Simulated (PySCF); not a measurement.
## Electron correlation in Te+ (tellurium, charge +1)

[Kr] 4d10 5s2 5p2 5d1, one real determinant (an excited configuration). Computed with PySCF 2.14 in aug-cc-pVQZ-PP with ECP28MDF (7s7p5d3f2g, 92 functions), with a scalar-relativistic core potential. Frozen: 4s2 4p6 4d10; 5 electrons correlated.

```json
{"level": "CCSD", "correlation energy (mhartree)": "-83.33"}
{"level": "(T)", "correlation energy (mhartree)": "-15.39"}
{"level": "CCSD(T)", "correlation energy (mhartree)": "-98.72"}
```

Diagnostics: T1 = 0.028, D1 = 0.0833, largest double amplitude 0.390.

The real determinant used has ⟨L²⟩ near 8 against 12 for a pure F term, so it mixes terms. The outer electron is Rydberg-like, and this basis confines it to a smaller radius and binds it less than a complete one would. A double-excitation amplitude exceeds 0.15, a sign of near-degeneracy.

Cost of the coupled-cluster step: about 27 core-seconds, for 5 correlated electrons.

The reference is one real determinant that mixes LS terms of this configuration.
